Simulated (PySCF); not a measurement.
ClHOSe. Atoms are numbered in the order given.

```xyz
4

Se     0.0218    -0.2983     0.5490
Cl     0.2264     1.4319    -0.7622
O     -0.4037    -1.5828    -0.6184
H     -1.3617    -1.5370    -0.7611
```

Geometry optimised at TPSSh-D3(BJ)/def2-TZVP. Other conformers were not sampled.

Level of theory: TDA-LC-ωPBE/def2-SVPD in PySCF.

Vertical excitations. The molecule is in vacuum.

```
state  energy (eV)  λ (nm)      f                                                                main pairs
-----  -----------  ------  -----  ------------------------------------------------------------------------
S1            3.24     383  0.000                                                            HOMO→LUMO 93 %
S2            4.19     296  0.002                                                          HOMO→LUMO+1 84 %
S3            6.06     205  0.004                                                          HOMO−1→LUMO 92 %
S4            6.58     188  0.005                                        HOMO−3→LUMO 79 %, HOMO−2→LUMO 13 %
S5            6.76     183  0.042                                                          HOMO→LUMO+2 87 %
S6            6.99     177  0.051  HOMO−2→LUMO 46 %, HOMO−1→LUMO+1 26 %, HOMO−3→LUMO 8 %, HOMO−2→LUMO+1 8 %
S7            7.03     176  0.051                                                        HOMO−2→LUMO+1 72 %
S8            7.79     159  0.037                       HOMO→LUMO+3 42 %, HOMO→LUMO+4 38 %, HOMO→LUMO+5 6 %
S9            7.92     157  0.027                                        HOMO→LUMO+4 42 %, HOMO→LUMO+3 42 %
S10           8.10     153  0.167  HOMO−1→LUMO+1 43 %, HOMO−2→LUMO 15 %, HOMO−3→LUMO+1 9 %, HOMO−5→LUMO 7 %
T1            2.36     526      0                                                            HOMO→LUMO 94 %
T2            3.16     392      0                                                          HOMO→LUMO+1 81 %
T3            5.22     238      0                                        HOMO−1→LUMO 70 %, HOMO−2→LUMO 20 %
T4            5.46     227      0                                        HOMO−2→LUMO 66 %, HOMO−1→LUMO 19 %
```
Triplets are in the Tamm–Dancoff approximation.
